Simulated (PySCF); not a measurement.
An excited-state job on `C=C1C=C1C[O][GeH3]`.

Method: TDDFT PBE0/def2-SVPD, vertical, gas phase, core orbitals frozen in the response (PySCF 2.14.0, density-fitted response routines). Geometry: GFN2-xTB. The input is one job of a driver script: a line of settings, then coordinates in Å.

Input:
```
{"job": {"kind": "uv", "xc": "PBE0", "basis": "def2-SVPD", "nstates": 8, "ntriplets": 3}, "charge": 0, "multiplicity": 1}
C     -3.256750    -0.808251     0.672005
C     -2.155252    -0.101218     0.732858
C     -1.401170     1.097627     1.034863
C     -0.727114     0.071029     0.530876
C      0.532278    -0.513380     0.061554
O      1.592761     0.407923     0.212583
Ge     3.016023     0.524297    -0.796654
H     -3.257060    -1.818393     0.300116
H     -4.201319    -0.404167     0.992497
H     -1.393068     2.093679     1.404644
H      0.403408    -0.817054    -0.988508
H      0.742138    -1.424551     0.641584
H      3.652750     1.731884    -0.211818
H      3.858649    -0.716541    -0.667098
H      2.589313     0.685105    -2.231062
```

Q: Give the output.

A: 
```
coarse grid: 58272 points
cycle   1  E = -2346.3037481748  dE =  5.116e-01  |g| = 7.971e-01  |ddm| = 6.558e+00
cycle   2  E = -2346.1014059173  dE =  2.023e-01  |g| = 1.294e+00  |ddm| = 2.620e+00
cycle   3  E = -2346.4194451724  dE = -3.180e-01  |g| = 1.593e-01  |ddm| = 1.623e+00
cycle   4  E = -2346.4241336591  dE = -4.688e-03  |g| = 4.519e-02  |ddm| = 2.787e-01
cycle   5  E = -2346.4244980945  dE = -3.644e-04  |g| = 1.595e-02  |ddm| = 8.031e-02
cycle   6  E = -2346.4245627586  dE = -6.466e-05  |g| = 3.404e-03  |ddm| = 3.277e-02
cycle   7  E = -2346.4245654801  dE = -2.722e-06  |g| = 1.167e-03  |ddm| = 5.981e-03
final grid: 123264 points
cycle   8  E = -2346.4245806495  dE =  3.442e-07  |g| = 1.714e-03  |ddm| = 9.167e-03
cycle   9  E = -2346.4245795662  dE =  1.083e-06  |g| = 2.688e-03  |ddm| = 6.380e-03
cycle  10  E = -2346.4245813571  dE = -1.791e-06  |g| = 1.642e-04  |ddm| = 3.974e-03
cycle  11  E = -2346.4245813639  dE = -6.712e-09  |g| = 2.108e-05  |ddm| = 2.965e-04
cycle  12  E = -2346.4245813640  dE = -1.182e-10  |g| = 5.279e-06  |ddm| = 4.497e-05
converged SCF energy = -2346.4245813640

Static polarisability (au): isotropic 93.632, principal 68.178 86.788 125.931

Singlet excitations
state   eV       nm        f      main configurations
  1   4.5555    272.2   0.02934   H->L 0.84, H->L+1 0.14
  2   5.0190    247.0   0.00068   H->L+1 0.83, H->L 0.14
  3   5.5757    222.4   0.00422   H->L+2 0.81, H->L+3 0.15
  4   5.9178    209.5   0.01247   H->L+3 0.71, H->L+2 0.18
  5   6.2292    199.0   0.00355   H-1->L 0.62, H-2->L 0.17, H-1->L+1 0.10
  6   6.3495    195.3   0.01281   H->L+4 0.59, H->L+6 0.19, H->L+5 0.10
  7   6.5475    189.4   0.00372   H-1->L+1 0.61, H-1->L 0.18, H-2->L 0.12
  8   6.5864    188.2   0.01626   H->L+5 0.41, H->L+4 0.28, H->L+6 0.23

Triplet excitations (Tamm-Dancoff, eV): 3.4459 4.7494 4.9870
```

The SCF starts on a coarse grid where the log names one; the energy can jump when the final grid takes over, and dE then counts from the start density on the new grid. H and L stand for HOMO and LUMO; the number after each pair is its weight.

Q: Which computed singlet has the largest oscillator strength, and what do all of them sum to?

A: State 1 at 4.56 eV (272 nm), f = 0.029; the 8 states sum to 0.083.

In short: HOMO -5.91 eV, LUMO -0.28 eV; lowest singlet 4.56 eV; lowest triplet 3.45 eV (Tamm–Dancoff); mean polarisability 93.6 au.

 The PBE0/def2-SVPD calculation is non-relativistic and has no spin–orbit coupling, an omission that weighs most on germanium.

Hardware: one thread of an x86-64 server, shared host. Cost: 53 s of wall time.

One conformer stands for the species.
Labels such as C1 count atoms from 1, the log's own numbers from 0.
